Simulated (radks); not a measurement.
Results of a calculation; reference values are marked as such.
Question: All-electron atom: Fe V in [Ar] 3d4. Code: a radial shooting solver on a logarithmic mesh with Libxc functionals. Model: Dirac Kohn-Sham, PBE, spin-unpolarised, spherical densities, point nucleus; open shells fill j = l - 1/2 first. Some entries of the table are withheld. Estimate them.

| orbital | occ. | eigenvalue (hartree) | <1/r> (bohr^-1) |
|---|---|---|---|
| 1s1/2 | 2 | -259.3781 | (1) |
| 2s1/2 | 2 | -32.38032 | 5.580 |
| 2p1/2 | 2 | -28.22788 | (2) |
| 2p3/2 | 4 | -27.76944 | (3) |
| 3s1/2 | 2 | -5.59949 | 1.784 |
| 3p1/2 | 2 | -4.37183 | (4) |
| 3p3/2 | 4 | -4.31162 | (5) |
| 3d3/2 | 4 | (6) | 1.383 |
| 3d5/2 | 0 | (7) | 1.378 |

Answer: 
(1) 1s1/2 <1/r> (bohr^-1): 25.98
(2) 2p1/2 <1/r> (bohr^-1): 5.525
(3) 2p3/2 <1/r> (bohr^-1): 5.427
(4) 3p1/2 <1/r> (bohr^-1): 1.669
(5) 3p3/2 <1/r> (bohr^-1): 1.648
(6) 3d3/2 eigenvalue (hartree): -2.33129
(7) 3d5/2 eigenvalue (hartree): -2.32398
